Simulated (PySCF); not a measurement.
RuNCl2, doublet: data card

Level of theory: UPBE0 in PySCF with Ru def2-TZVP with ECP28, N def2-TZVP, Cl def2-TZVP; scalar-relativistic core potentials, no spin–orbit coupling; density-fitted integrals.

The structure is a minimum.

Z-matrix (Å, degrees; charge 0 multiplicity 2):
```
Ru
N  1 1.5624
Cl 1 2.2385 2 118.76
Cl 1 2.2385 2 118.76 3 180.00
```

```
Point group                                                                   : C2v
Bond lengths                                                                  : Ru–Cl 2.239 Å (×2), Ru–N 1.562 Å
Bond angles                                                                   : Cl–Ru–Cl 122.5°, Cl–Ru–N 118.8° (×2)
Principal quadrupole moments (Buckingham, traceless) about the centre of mass : -6.32, 1.06, 5.26 D Å
Atomisation energy without zero-point energy                                  : 1151 kJ/mol
Principal polarisabilities                                                    : 39.6, 67.5, 85.4 bohr³
Spin squared ⟨S²⟩                                                             : 0.762
Rotational symmetry number                                                    : 2
Zero-point energy                                                             : 15.1 kJ/mol
Highest occupied level (β)                                                    : -7.94 eV
Dipole moment                                                                 : 1.29 D
Heat capacity Cp at 298.15 K                                                  : 69.9 J/(mol K)
Entropy at 298.15 K and 1 bar (electronic part: spin only)                    : 330.6 J/(mol K)
Rotational constants                                                          : 0.1686, 0.0626, 0.04565 cm⁻¹
Enthalpy at 298.15 K above 0 K                                                : 16.49 kJ/mol
Lowest empty level (β)                                                        : -5.06 eV
```

Harmonic modes (masses in u: Ru 101.904, N 14.003, Cl 34.969):
```
symmetry  ω (cm⁻¹)  IR (km/mol)  μ (u)
      a1       103          1.2  38.55
      b1       160          9.5  24.54
      b2       223          1.0  16.32
      a1       384         18.6  37.28
      b2       428         98.1  45.68
      a1      1220         74.4  15.59
```

In C2v the vibrations span 3a1 + b1 + 2b2. Here b1 is antisymmetric to the molecular plane and b2 lies in it.

Charges (e):
| atom | Mulliken | Löwdin | polar tensor | spin (Mulliken) | Mayer order to Ru1 |
| --- | --- | --- | --- | --- | --- |
| Ru1 | 1.08 | 0.12 | 1.45 | 1.09 | – |
| N2 | -0.33 | -0.11 | -0.42 | -0.13 | 2.58 |
| Cl3,4 | -0.38 | -0.01 | -0.51 | 0.02 | 0.90 |

Mulliken populations on Ru1 (electrons outside its core potential): s 2.38, p 6.23, d 6.28, f 0.02.

Formally Ru is in oxidation state +5, d3, with 1 unpaired electron (the high-spin count would be 3). The Mulliken spin on Ru is 1.09. The polar-tensor charge on Ru, 1.45, is far below the formal one.

This need not be the most stable arrangement of these atoms. Open d and f shells are described by one determinant, and the ground state may have another occupation or spin.

The final relaxation and frequency run took 86 s on 4 threads of a shared Arm Neoverse V2 host, with 145 basis functions and 15 gradients; the process peaked at 1.5 GiB.
